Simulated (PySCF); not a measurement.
# How methods differ on the excitation energy of Pb⁺

Pb⁺ [Xe] 4f14 5d10 6s2 6p1 (2P) → Pb⁺ [Xe] 4f14 5d10 6s1 6p1 7s1 (4P), as a difference of total energies. Computed with PySCF 2.14 in aug-cc-pwCVTZ-DK3 (11s10p8d5f1g, 125 functions), with the spin-free X2C one-electron Hamiltonian (Gaussian nucleus). Correlated levels: valence: [Xe] 4f14 5d10 frozen. The calculations carry no spin-orbit coupling.

```csv
method,excitation energy (cm⁻¹)
UHF,106360
MP2 (valence),111140
SCS-MP2 (valence),113020
CCSD (valence),112190
CCSD(T) (valence),112270
```

A first-order spin-orbit estimate (lowest level to lowest level, LS coupling) adds -0.038 eV.

The promoted electron is Rydberg-like, and one or two diffuse shells describe it only roughly, which tends to raise the upper state.
